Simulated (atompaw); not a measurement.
selenium: PAW (atompaw) pseudisation with LDA (PW92), scalar-relativistic reference atom.

atompaw 4.2.0.5 input, output lines left out:

```
Se 34
LDA-PW scalarrelativistic loggrid 1500 logderivrange -6 5 276
4 4 3 0 0 0
4 0 1
4 1 5
0 0 0
c
c
c
v
c
c
v
v
2
1.95 1.50 1.80 1.50
y
1.45
n
y
1.3
n
y
-1.75
n
custom polynom gramschmidtortho besselshape
bessel
1.65
1.65
1.95
1.95
0.60
0.60
```

All-electron outer shells of the reference configuration (LDA (PW92), scalar-relativistic, ld1.x):

```tsv
shell	level (eV)	outermost node (bohr)	outermost maximum (bohr)
3s	-214.27	0.24	0.50
3p	-154.30	0.21	0.50
3d	-54.96	–	0.45
4s	-18.32	0.70	1.49
4p	-7.26	0.74	1.77
```

(1) Estimate the cutoffs (Ry, on a coarse ladder) from which the occupation-weighted sum of valence levels, in a spherical-Bessel basis at the reference potential, stays within 10 and 1 mRy of its value at 400 Ry.

(2) What does a ghost test show?

(3) Is the overlap operator S = 1 + Σ q|β⟩⟨β| positive definite (Bessel basis up to 400 Ry)?

(4) Which valence shell sets the plane-wave cutoff?

Answers

(1) over 300 Ry and over 300 Ry.

(2) No extra level below or beside the all-electron valence levels (s, p, d, f tested).

(3) Yes: its lowest eigenvalue is 0.29 (s channel).

(4) 3d: its level needs over 300 Ry to come within 1 mRy, against 21 Ry for 4s.
